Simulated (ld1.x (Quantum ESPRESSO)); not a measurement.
Reading a pseudo-wave (F (Z = 9))

Columns: radius, all-electron u(r) and pseudo u(r) of the 2s shell (level -29.69 eV) of fluorine in the configuration [He] 2s2 2p5; BLYP, non-relativistic, PAW scheme, ld1.x (Quantum ESPRESSO) 7.5.

```tsv
r (bohr)	all-electron	pseudo
0.057	0.4061	-0.0843
0.115	0.4325	-0.1726
0.172	0.2806	-0.2638
0.230	0.0564	-0.3619
0.288	-0.1790	-0.4646
0.345	-0.3924	-0.5680
0.402	-0.5754	-0.6701
0.460	-0.7262	-0.7683
0.518	-0.8418	-0.8558
0.575	-0.9240	-0.9266
0.632	-0.9789	-0.9790
0.690	-1.0111	-1.0111
0.747	-1.0236	-1.0236
0.805	-1.0208	-1.0208
0.862	-1.0060	-1.0060
0.920	-0.9817	-0.9817
0.977	-0.9510	-0.9510
1.035	-0.9147	-0.9147
1.092	-0.8758	-0.8758
1.150	-0.8342	-0.8342
1.208	-0.7914	-0.7914
1.265	-0.7491	-0.7491
1.322	-0.7072	-0.7072
1.380	-0.6653	-0.6653
1.438	-0.6245	-0.6245
1.495	-0.5858	-0.5858
```

Q: How many radial nodes do the two functions have?

A: The all-electron 2s function has n − l − 1 = 1; the pseudo-wave has 0, since the states of the same l below it are removed with the core.

Q: At about which radius was the pseudo-wave matched?

A: 0.65 bohr, where the columns begin to agree (steps of 0.06 bohr).

Q: Where does each function peak?

A: Outermost all-electron maximum near 0.75 bohr, pseudo maximum near 0.75 bohr (to the table’s step).

Q: Is the pseudo-wave norm-conserving?

A: No, it belongs to a PAW set: the norm inside the radius is not constrained, and the difference is carried by the augmentation charge.
